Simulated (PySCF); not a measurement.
Input for PySCF: R-B3LYP/3-21G on H4OSn (SMILES [OH][SnH3]), a point of a torsion scan.

```python
from pyscf import gto, scf, dft, mp
from pyscf.data.elements import chemcore

mol = gto.M(
    atom='''
    O     1.32814002    0.15348979    0.58139612
    Sn   -0.50387384   -0.00983440   -0.04088926
    H     2.02702098   -0.02916152   -0.04140350
    H    -1.18863204   -1.16861296    0.92292009
    H    -0.47536890   -0.45180826   -1.64977860
    H    -1.17412851    1.48515950    0.19393211
    ''',
    basis='3-21g',
    charge=0, spin=0, verbose=3, max_memory=1800)
mf = dft.RKS(mol, xc='b3lyp')
mf.conv_tol = 1e-8
mf.max_cycle = 100
mf.kernel()
if not mf.converged:
    mf = mf.newton().run(mf.mo_coeff, mf.mo_occ)
```

Output:

```
converged SCF energy = -6076.01174787497
```

The run converged.

Cost: roughly 4 core-seconds.
